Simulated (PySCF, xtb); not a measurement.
ClGe2H5, SMILES [Cl][GeH2][GeH3].

GFN2-xTB (xtb) at its own geometry gives an orbital gap of 5.91 eV and a dipole moment of 1.33 D.

Coordinates come from a PBE0-D3(BJ)/def2-SVP optimisation. The structure was generated by enumeration, and PubChem lists no compound with its InChIKey, so it may never have been made.

Problem. What does CAM-B3LYP/def2-TZVPD (PySCF) give? (An estimate is asked for; the answer gives what the named calculation found.)

Solution. gap 9.49 eV (levels -9.37 and 0.12 eV), dipole 2.23 D.
